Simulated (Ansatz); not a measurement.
Correlation energies of C₂H₇ClO₂Si₂ (`O[SiH](O)/C=C\[SiH2]Cl`) by basis set

```json
{"atom": "O1", "x (Å)": "1.1314", "y (Å)": "-1.3274", "z (Å)": "-0.3610"}
{"atom": "Si2", "x (Å)": "1.5053", "y (Å)": "0.2123", "z (Å)": "0.0651"}
{"atom": "O3", "x (Å)": "2.5209", "y (Å)": "0.8476", "z (Å)": "-1.0486"}
{"atom": "C4", "x (Å)": "0.0185", "y (Å)": "1.3271", "z (Å)": "0.0316"}
{"atom": "C5", "x (Å)": "-1.2658", "y (Å)": "0.9543", "z (Å)": "0.0243"}
{"atom": "Si6", "x (Å)": "-1.9855", "y (Å)": "-0.7645", "z (Å)": "0.0212"}
{"atom": "Cl7", "x (Å)": "-1.3408", "y (Å)": "-1.8610", "z (Å)": "1.6655"}
{"atom": "H8", "x (Å)": "0.8616", "y (Å)": "-1.9235", "z (Å)": "0.3424"}
{"atom": "H9", "x (Å)": "2.1243", "y (Å)": "0.2062", "z (Å)": "1.4196"}
{"atom": "H10", "x (Å)": "3.3488", "y (Å)": "0.3928", "z (Å)": "-1.2097"}
{"atom": "H11", "x (Å)": "0.2286", "y (Å)": "2.3985", "z (Å)": "0.0336"}
{"atom": "H12", "x (Å)": "-2.0234", "y (Å)": "1.7410", "z (Å)": "0.0210"}
{"atom": "H13", "x (Å)": "-1.6695", "y (Å)": "-1.5594", "z (Å)": "-1.1842"}
{"atom": "H14", "x (Å)": "-3.4544", "y (Å)": "-0.6438", "z (Å)": "0.1790"}
```

The species carries charge 0 and has multiplicity 1. The structure was optimised at the PBE0-D4/def2-TZVP level. It is one conformer, not always the lowest. Frozen core, restricted reference, Ansatz. CBS rows extrapolate triple and quadruple zeta; past MP2 they add the triple-zeta difference.

```json
{"basis": "def2-TZVPP", "HF (Eh)": "-1267.18619", "MP2 corr.": "-1.22780"}
{"basis": "def2-QZVPP", "HF (Eh)": "-1267.22808", "MP2 corr.": "-1.32688"}
```

Q: Estimate the CCSD correlation energy and the (T) correction in each basis where they were run (hartree).

A: 
| basis | CCSD corr. | (T) |
| --- | --- | --- |
| def2-TZVPP | -1.28546 | -0.05270 |
| CBS(def2) | -1.45794 | as TZ |
